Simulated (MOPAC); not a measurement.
A run for MOPAC: PM6 on AsF2H2In (SMILES [F][In]([F])[AsH2]), a point of a torsion scan.

```
PM6 1SCF PRECISE CHARGE=0 THREADS=1
AsF2H2In

F     -2.19481255 1    -1.70106911 1     0.12031414 1
In    -0.98618364 1    -0.09775189 1     0.07240140 1
F     -1.79284877 1     1.62320456 1    -0.58686495 1
As     1.52556106 1    -0.19172531 1     0.73673371 1
H      1.73058863 1    -1.20130331 1    -0.36323764 1
H      1.77213228 1     0.91759396 1    -0.24682145 1
```

Program output:

```
*******************************************************************************
 **                                                                           **
 **                              MOPAC v23.2.5                                **
 **                                                                           **
 *******************************************************************************
 ** MOPAC's Digital Object Identifier: https://doi.org/10.5281/zenodo.6511958 **
 **                                                                           **
 ** Please cite the open-source release paper for use of this MOPAC version:  **
 ** J. E. Moussa and J. J. P. Stewart (2026)                                  **
 ** MOPAC: An open-source semiempirical molecular orbital program             **
 ** J. Open Source Softw., 11(119), 8025, https://doi.org/10.21105/joss.08025 **
 *******************************************************************************

                              PM6 CALCULATION RESULTS

 *******************************************************************************
 *  PM6        - The PM6 Hamiltonian to be used
 *
 *
 *
 *                 CHARGE ON SYSTEM = 0
 *
 *
 *
 *  PRECISE    - TIGHTER CRITERIA TO BE USED
 *  1SCF       - DO 1 SCF AND THEN STOP
 *  THREADS=1  - MULTI-THREADING NOT USED
 *  T=         - A TIME OF 172800.0 SECONDS REQUESTED
 *  DUMP=N     - RESTART FILE WRITTEN EVERY 7200.0 SECONDS REQUESTED
 *******************************************************************************
PM6 1SCF PRECISE CHARGE=0 THREADS=1
 AsF2H2In

   ATOM   CHEMICAL          X               Y               Z
  NUMBER   SYMBOL      (ANGSTROMS)     (ANGSTROMS)     (ANGSTROMS)

     1       F         -2.19481255  *  -1.70106911  *   0.12031414  *
     2      In         -0.98618364  *  -0.09775189  *   0.07240140  *
     3       F         -1.79284877  *   1.62320456  *  -0.58686495  *
     4      As          1.52556106  *  -0.19172531  *   0.73673371  *
     5       H          1.73058863  *  -1.20130331  *  -0.36323764  *
     6       H          1.77213228  *   0.91759396  *  -0.24682145  *



          CARTESIAN COORDINATES

    NO.       ATOM           X           Y           Z

     1         F         -2.1948     -1.7011      0.1203
     2        In         -0.9862     -0.0978      0.0724
     3         F         -1.7928      1.6232     -0.5869
     4        As          1.5256     -0.1917      0.7367
     5         H          1.7306     -1.2013     -0.3632
     6         H          1.7721      0.9176     -0.2468

 General Reference for PM6:
 "Optimization of Parameters for Semiempirical Methods V: Modification of NDDO Approximations
 and Application to 70 Elements", J. J. P. Stewart, J. Mol. Mod., 13, 1173-1213 (2007)
 URL: https://link.springer.com/article/10.1007/s00894-007-0233-4

           Empirical Formula: H2 F2 In As  =     6 atoms



      MOLECULAR POINT GROUP   :   C1


      RHF CALCULATION, NO. OF DOUBLY OCCUPIED LEVELS = 12


 -------------------------------------------------------------------------------
 PM6 1SCF PRECISE CHARGE=0 THREADS=1
 AsF2H2In



     1SCF WAS SPECIFIED, SO BFGS WAS NOT USED
     SCF FIELD WAS ACHIEVED


                              PM6 CALCULATION
                                                       MOPAC v23.2.5 Linux




          FINAL HEAT OF FORMATION =       -118.79221 KCAL/MOL =    -497.02659 KJ/MOL


          COSMO AREA              =        126.99 SQUARE ANGSTROMS
          COSMO VOLUME            =        112.05 CUBIC ANGSTROMS

          IONIZATION POTENTIAL    =         10.695813 EV
          HOMO LUMO ENERGIES (EV) =        -10.696 -0.817
          NO. OF FILLED LEVELS    =         12
          MOLECULAR WEIGHT        =        229.7542         POINT GROUP:  C1

          MOLECULAR DIMENSIONS (Angstroms)

            Atom       Atom       Distance
            H     6    F     1     4.76748
            H     5    F     3     4.31095
           As     4    F     3     1.19611


          SCF CALCULATIONS        =          1





   ATOM   CHEMICAL          X               Y               Z
  NUMBER   SYMBOL      (ANGSTROMS)     (ANGSTROMS)     (ANGSTROMS)

     1       F         -2.19481255  *  -1.70106911  *   0.12031414  *
     2      In         -0.98618364  *  -0.09775189  *   0.07240140  *
     3       F         -1.79284877  *   1.62320456  *  -0.58686495  *
     4      As          1.52556106  *  -0.19172531  *   0.73673371  *
     5       H          1.73058863  *  -1.20130331  *  -0.36323764  *
     6       H          1.77213228  *   0.91759396  *  -0.24682145  *

                             CARTESIAN COORDINATES

   1    F       -2.194812550    -1.701069110     0.120314140
   2   In       -0.986183640    -0.097751890     0.072401400
   3    F       -1.792848770     1.623204560    -0.586864950
   4   As        1.525561060    -0.191725310     0.736733710
   5    H        1.730588630    -1.201303310    -0.363237640
   6    H        1.772132280     0.917593960    -0.246821450


           Empirical Formula: H2 F2 In As  =     6 atoms



      MOLECULAR POINT GROUP   :   C1


                  EIGENVALUES
 -38.55204 -38.46608 -18.19160 -15.02515 -14.81955 -14.79094 -14.69831 -14.60782
 -13.65883 -12.91665 -11.71323 -10.69581  -0.81717   0.64029   0.82667   1.67441
   2.65310   2.88700  52.46568  52.49093  52.53494  52.57040  52.65150


              NET ATOMIC CHARGES AND DIPOLE CONTRIBUTIONS

  ATOM NO.   TYPE          CHARGE      No. of ELECS.   s-Pop       p-Pop       d-Pop
    1          F          -0.424039        7.4240     1.97985     5.44418
    2         In           0.616768        2.3832     1.07600     1.30724
    3          F          -0.429760        7.4298     1.98002     5.44974
    4         As           0.226362        4.7736     1.77047     2.99595     0.00722
    5          H           0.004167        0.9958     0.99583
    6          H           0.006503        0.9935     0.99350
 DIPOLE           X         Y         Z       TOTAL
 POINT-CHG.     6.998    -0.379     1.967     7.279
 HYBRID        -2.451     0.171    -1.632     2.950
 SUM            4.547    -0.209     0.335     4.564


          ATOMIC ORBITAL ELECTRON POPULATIONS

     Atom    s        px        py        pz      x^2-y^2     xz        z^2       yz        xy
    1  F   1.97985   1.81745   1.64159   1.98515
    2 In   1.07600   0.75503   0.42677   0.12543
    3  F   1.98002   1.92110   1.59692   1.93172
    4 As   1.77047   0.81578   1.00763   1.17254   0.00107   0.00041   0.00074   0.00481   0.00018
    5  H   0.99583
    6  H   0.99350

 **********************
 *                    *
 * JOB ENDED NORMALLY *
 *                    *
 **********************




 == MOPAC DONE ==
```

The run finished.

Cost: roughly 0.04 core-seconds.
